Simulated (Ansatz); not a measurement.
C2H6S2W, SMILES `[CH3][W]([CH3])(=[S])=[S]` at its PBE0-D4/def2-TZVP geometry, where that method's forces vanish. Charge 0, multiplicity 1. W takes the def2 core potential.

```
atom   x (Å)   y (Å)   z (Å)
  C1   0.406   1.574  -0.725
  W2  -0.459  -0.319  -0.514
  C3   0.095  -1.227   1.287
  S4  -2.565  -0.090  -0.523
  S5   0.219  -1.539  -2.108
  H6   1.497   1.468  -0.708
  H7   0.123   2.066  -1.658
  H8   0.080   2.204   0.111
  H9   1.186  -1.325   1.309
 H10  -0.343  -2.220   1.412
 H11  -0.239  -0.594   2.118
```

For each bond, give half the difference of the two atoms' forces along it (eV/Å; positive pushes the atoms apart) under PBE-D4, r2SCAN-D4, B3LYP-D4, ωB97M-V in def2-TZVPP. (Estimate.)

Ansatz gave: 
| bond | length (Å) | PBE-D4 | r2SCAN-D4 | B3LYP-D4 | ωB97M-V |
| --- | --- | --- | --- | --- | --- |
| C1–W2 | 2.092 | -0.19 | -0.08 | 0.10 | 0.19 |
| C1–H6 | 1.096 | 0.12 | -0.01 | -0.08 | -0.07 |
| C1–H7 | 1.093 | 0.11 | -0.01 | -0.08 | -0.04 |
| C1–H8 | 1.096 | 0.12 | -0.02 | -0.08 | -0.07 |
| W2–C3 | 2.092 | -0.19 | -0.08 | 0.10 | 0.19 |
| W2–S4 | 2.118 | 0.48 | 0.29 | 0.27 | -0.27 |
| W2–S5 | 2.119 | 0.48 | 0.29 | 0.27 | -0.27 |
| C3–H9 | 1.096 | 0.12 | -0.02 | -0.08 | -0.07 |
| C3–H10 | 1.093 | 0.11 | -0.01 | -0.08 | -0.04 |
| C3–H11 | 1.096 | 0.12 | -0.02 | -0.08 | -0.07 |

B3LYP here is the variant with VWN-RPA as its local correlation; programs differ in this.
